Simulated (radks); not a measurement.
Results of a calculation; reference values are marked as such.
Ionisation of neutral magnesium, [Ne] 3s2, to Mg+, [Ne] 3s1, under several functionals. Dirac Kohn-Sham, spin-unpolarised, spherical densities, finite nucleus; a radial shooting solver on a logarithmic mesh with Libxc functionals.

functional,E(Mg) (hartree),Exc (hartree),IE (eV),-e(HOMO) (eV),<r> HOMO (bohr),IE error (eV)
"LDA (Slater exchange, VWN5 correlation)",-199.46040,-15.48449,8.067,4.781,3.131,+0.421
XLYP,-200.50697,-16.57379,7.920,4.595,3.139,+0.274
PBE,-200.27986,-16.33871,7.960,4.705,3.150,+0.314
BLYP,-200.41795,-16.48150,7.894,4.572,3.136,+0.248
PBEsol,-199.84041,-15.88115,7.921,4.679,3.153,+0.274
Wu-Cohen GGA,-200.08327,-16.13691,7.918,4.681,3.149,+0.272
"LDA (Slater exchange, Perdew-Wang correlation)",-199.45628,-15.48016,8.068,4.782,3.132,+0.422

NIST Atomic Spectra Database: 7.646 eV (measured). Closest: BLYP. The Delta-SCF values span 0.17 eV, the total energies 1.05 hartree. The highest occupied level is 3s1/2. Spin polarisation and multiplet splitting are left out, so open shells lie too high by an amount that depends on their filling.

Beside tabulated values, note that spin-unpolarised runs miss the spin-polarisation part of the exchange energy of open shells.
